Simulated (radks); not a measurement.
Values are calculated unless marked as measured or tabulated.
F I, 9 electrons, occupied as [He] 2s2 2p5.

Code: a radial shooting solver on a logarithmic mesh with Libxc functionals. Model: non-relativistic Kohn-Sham, PBE, spin-polarised, spherical densities, point nucleus; open shells are filled with parallel spins first; hard spherical wall at 2 bohr.

Energy parts (hartree):
| part | energy |
|---|---|
| total | -98.00575 |
| kinetic | 105.79485 |
| electron-nucleus | -248.65455 |
| Hartree | 55.95649 |
| exchange-correlation | -11.10254 |

Orbitals (lengths in bohr, moments of r in powers of bohr):
orbital  occ.  eigenvalue (hartree)     <r>
1s up       1             -23.28580  0.1770
1s down     1             -23.25797  0.1768
2s up       1              -0.39852  0.8942
2s down     1              -0.32855  0.8974
2p up       3               0.37295  0.8541
2p down     2               0.44630  0.8583
3d up       0               3.12803   1.212
3d down     0               3.17784   1.215
3s up       0               3.99881   1.140
3p up       0               4.04555   1.077
3s down     0               4.05226   1.139
3p down     0               4.10223   1.075

The highest occupied level is 2p down at 12.145 eV. Summed over all electrons, <r^2> = 6.208 bohr^2, which gives a Langevin (diamagnetic) susceptibility term of -4.92 x 10^-6 cm^3/mol. The electron density at the nucleus is 451.4 e/bohr^3.
